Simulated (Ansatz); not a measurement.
Mulliken charges of CH3OSb, SMILES `[CH2]1[O][SbH]1` from B3LYP/def2-TZVPP in Ansatz (PBE0-D4/def2-TZVP geometry).

| atom | x (Å) | y (Å) | z (Å) | charge (e) |
| --- | --- | --- | --- | --- |
| C1 | 0.014 | -0.261 | -0.682 | -0.204 |
| O2 | -0.903 | -0.789 | 0.190 | -0.434 |
| Sb3 | 0.645 | -0.153 | 1.360 | 0.535 |
| H4 | -0.254 | 0.684 | -1.157 | 0.111 |
| H5 | 0.549 | -0.969 | -1.316 | 0.111 |
| H6 | -0.008 | 1.425 | 1.558 | -0.119 |

Q: By hand: the dipole of these point charges (1 e Å = 4.8032 D).

A: Σ q r = (0.768, 0.113, 0.324) e Å, of length 0.841 e Å = 4.04 D.

Q: How does the dipole of the full density compare? (Best estimate.)

A: Ansatz gave: (0.408, 0.131, 0.033) e Å, 2.06 D; the point charges give 1.96 times that, at 20° from its direction.

Point charges leave out the atoms' own dipoles, such as those of lone pairs, and Mulliken's split depends on the basis, so the two needn't agree.

B3LYP here is the variant with VWN-RPA as its local correlation; programs differ in this.
